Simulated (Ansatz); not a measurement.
Gas-phase electronic energies from Ansatz, PBE0-D4/def2-TZVP geometries. CBS: MP2 limit from def2 TZ/QZ plus the TZ coupled-cluster correction, frozen cores. DFT in def2-TZVPP. B3LYP here is the variant with VWN-RPA as its local correlation; programs differ in this. Elements past krypton have def2 core potentials. For As, Sn outer-core shells are correlated without core-valence functions, which leaves a few kJ/mol of doubt a bond. Scalar relativity is left out up to krypton. Each species was taken in one conformer, which may not be the lowest.

Reaction (cleavage of the Si–Sn bond): `C[SiH2][SnH2][SH]` + `O[AsH2]` → `C[SiH2][AsH]O` + `[SH][SnH3]`

`C[SiH2][SnH2][SH]`:

Z-matrix (Å, degrees):
```
C
Si 1 1.872
H 1 1.092 2 110.2
H 1 1.092 2 110.8 3 120.2
H 1 1.092 2 110.8 3 -119.6
Sn 2 2.564 1 109.4 3 54.4
H 2 1.490 1 110.9 3 -63.4
H 2 1.490 1 111.5 3 176.3
S 6 2.423 2 106.1 1 -52.6
H 6 1.708 2 114.4 1 60.0
H 6 1.711 2 115.3 1 -172.5
H 9 1.343 6 93.8 2 -58.6
```

`O[AsH2]`:

```xyz
5

O     0.363    0.670    0.809
As    0.111   -0.604   -0.440
H     1.213    0.507    1.225
H    -1.333   -0.918   -0.053
H    -0.354    0.346   -1.542
```

`C[SiH2][AsH]O`:

```xyz
11

C    -1.397    0.531   -0.330
Si    0.380    0.495   -0.906
As    1.660   -1.054    0.359
O     0.881   -0.587    1.935
H    -1.890   -0.419   -0.548
H    -1.952    1.333   -0.821
H    -1.428    0.692    0.750
H     1.020    1.830   -0.751
H     0.500    0.086   -2.334
H     0.695   -2.195    0.016
H     1.531   -0.711    2.630
```

`[SH][SnH3]`:

```xyz
6

S     1.116    1.191    0.896
Sn   -0.178   -0.290   -0.488
H     0.409    0.922    2.006
H    -1.810    0.205   -0.480
H    -0.045   -1.884    0.104
H     0.508   -0.144   -2.038
```

| level | ΔE (kJ/mol) |
| --- | --- |
| B3LYP-D4 | 4.6 |
| ωB97X-V | 2.8 |
| CCSD/def2-TZVPP | 4.1 |
| SCS-MP2/def2-QZVPP | 7.2 |

**Question.** What does CCSD(T)/CBS give? (Best estimate.)

**Answer.** Computed: +7.9 kJ/mol. The listed levels differ from it by -3.3, -5.1, -3.8, -0.7 kJ/mol.

Largest T1 diagnostic among the species: 0.012.
